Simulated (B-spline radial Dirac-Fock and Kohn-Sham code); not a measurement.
**Ba²⁺: non-radiative channels of the 2s vacancy**

System: Ba²⁺, configuration [Kr] 4d10 5s2 5p6.

Model: independent-particle rates on relativistic LDA orbitals of the hole state (multipoles up to L = 3, Coulomb Auger matrix elements, transition energies from Dirac-Fock). Program: a radial atomic solver. Kinetic energies are configuration averages from the vacuum level; the two-hole energies are estimated from single-hole states.

```
transition  kinetic energy (eV)  width (meV)  share (%)
   L1-L2N1                55.57          206        5.8
   L1-L2N2                114.9          140        4.0
   L1-L2N3                130.6          180        5.1
   L1-L3N1                432.6          258        7.3
   L1-L3N3                508.0          207        5.9
   L1-L3N4                606.9          242        6.9
   L1-L3N5                610.2          312        8.8
   L1-M1M3               3568.0          172        4.9
   L1-M1M5               3845.5          196        5.5
   L1-M4M5               4339.1          285        8.1
```

Coster-Kronig rates are the weakest part of this model and often come out 1.5 to 2.5 times too large. The listed channels hold 62 % of the non-radiative rate. Summed by principal shells, of 3.53 eV in all: LLN 50.8 %, LMM 32.4 %, LMN 10.0 %, LLO 4.9 %, LMO 0.9 %, LNN 0.8 %.

Values without a named source are computed, but for edge energies of neutral atoms, which are taken from tables.
